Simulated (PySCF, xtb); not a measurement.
CH8ClNSi2, SMILES C[SiH2]N[SiH2]Cl.

xtb with GFN2-xTB at its own geometry gives an orbital gap of 5.35 eV and a dipole moment of 2.29 D.

Geometry: B3LYP-D3(BJ)/def2-SVP. The structure was generated by enumeration, and PubChem lists no compound with its InChIKey, so it may never have been made. The values are those of a single conformer.

What does PBE/def2-TZVP (PySCF) give? (An estimate is asked for; the answer gives what the named calculation found.)

gap 5.83 eV (levels -6.45 and -0.62 eV), dipole 1.48 D.
